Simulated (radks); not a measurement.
The numbers below are computed, except where a source is named.
Coulomb parameter of the 5d shell of the mercury ion Hg+ in the model configuration [Xe] 4f14 5d9 6s1 6p1, as a second difference U = [E(n + 0.5) + E(n - 0.5) - 2 E(n)] / (0.5)^2 with all orbitals relaxed. "Bare": the charge of the atom changes with n. "Screened": the 6p shell takes up the change at fixed total charge, which measures U(5d,5d) + U(6p,6p) - 2 U(5d,6p). Level of theory: scalar-relativistic Kohn-Sham, PBE, spin-unpolarised, spherical densities, point nucleus (a radial shooting solver on a logarithmic mesh with Libxc functionals).

case                       configuration  E - E(n) (eV)
start              [Xe] 4f14 5d9 6s1 6p1          0.000
bare +0.5        [Xe] 4f14 5d9.5 6s1 6p1        -10.106
bare -0.5        [Xe] 4f14 5d8.5 6s1 6p1         13.134
screened +0.5  [Xe] 4f14 5d9.5 6s1 6p0.5         -6.733
screened -0.5  [Xe] 4f14 5d8.5 6s1 6p1.5          7.435

U(bare) = 12.113 eV, U(screened by 6p) = 2.806 eV, against the Slater integral F0(5d,5d) = 17.327 eV with frozen orbitals.
